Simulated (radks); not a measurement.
Trend from Sc3+ to Zn3+: ionisation energy by Delta-SCF between NIST ground configurations, and size. Calculated with a radial shooting solver on a logarithmic mesh with Libxc functionals: Dirac Kohn-Sham, PBEsol, spin-unpolarised, spherical densities, finite nucleus; open shells are shared between the two j in proportion to 2j + 1; Fermi nuclear charge, rms radius of each element as measured or else 0.836 A^(1/3) + 0.57 fm.

species  configuration  IE (eV)  NIST (eV)       kind   -e(HOMO) (eV)
Sc3+              [Ar]   73.800     73.489       exp.  64.324 (3p3/2)
Ti3+          [Ar] 3d1   43.243     43.267       exp.  34.619 (3d5/2)
V3+           [Ar] 3d2   45.830     46.709       exp.  36.876 (3d5/2)
Cr3+          [Ar] 3d3   48.318      49.16  semi-emp.  39.032 (3d5/2)
Mn3+          [Ar] 3d4   50.720       51.2  semi-emp.  41.105 (3d5/2)
Fe3+          [Ar] 3d5   53.049      54.91       exp.  43.104 (3d5/2)
Co3+          [Ar] 3d6   55.313       51.3  semi-emp.  45.039 (3d5/2)
Ni3+          [Ar] 3d7   57.519       54.9  semi-emp.  46.918 (3d5/2)
Cu3+          [Ar] 3d8   59.673      57.38  semi-emp.  48.745 (3d5/2)
Zn3+          [Ar] 3d9   61.780      59.57       exp.  50.526 (3d5/2)

Reference values: NIST Atomic Spectra Database (exp. = measured, semi-emp. = semi-empirical, theory = theoretical value adopted there). Spin polarisation and multiplet splitting are left out, so open shells lie too high by an amount that depends on their filling.

Beside tabulated values, note that spin-unpolarised runs miss the spin-polarisation part of the exchange energy of open shells.
